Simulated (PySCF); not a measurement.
## Spin states and ions at one geometry of Bi(NH2)5

PySCF 2.14.0, RKS BP86, Bi def2-SVP with ECP60, N def2-SVP, H def2-SVP; non-relativistic Hamiltonian with scalar-relativistic core potentials where named; density fitting; no spin-orbit coupling; singlets restricted, open shells unrestricted. The geometry is relaxed for charge 0, singlet, vacuum:

```xyz
16

Bi    0.0703    0.0000    0.0034
N    -1.1432    0.0000    1.8617
H    -0.8181    0.8221    2.4022
H    -0.8181   -0.8221    2.4022
N    -1.1909    0.0000   -1.7988
H    -0.8645   -0.8252   -2.3328
H    -0.8645    0.8252   -2.3328
N     2.2862    0.0000    0.1503
H     2.5746   -0.8224   -0.4098
H     2.5746    0.8224   -0.4098
N     0.1542    2.2509   -0.1700
H     0.6372    2.5875    0.6840
H    -0.8223    2.5776   -0.0454
N     0.1542   -2.2509   -0.1700
H    -0.8223   -2.5776   -0.0454
H     0.6372   -2.5875    0.6840
```

Energies count from the relaxed state; an electron taken off or put on is at rest in vacuum. Charges and spins are Mulliken's.

| state | energy (eV) | spin squared | charge on Bi1 (e) | spin on Bi1 (e) | dipole about the centre of mass (D) |
| --- | --- | --- | --- | --- | --- |
| charge 0, singlet, vacuum | 0.00 | 0.00 | 0.80 | 0.00 | 1.35 |
| charge 0, triplet, vacuum | 1.94 | 2.01 | 0.74 | 0.11 | 1.49 |

Problem. What does the state charge -1, doublet, vacuum give?

Solution. energy (eV) -0.51, spin squared 0.75, charge on Bi1 (e) 0.70, spin on Bi1 (e) 0.14, dipole about the centre of mass (D) 1.12.

With an electron put on (doublet) the charges change, summed by element, by Bi -0.11 e, N -0.25 e, H -0.65 e. The vertical electron affinity is 0.51 eV, against −ε(LUMO) = 3.12 eV of the relaxed state. The basis has no diffuse functions, which an added electron needs. The added electron's level lies above zero.

Open shells may have lower solutions than those found.
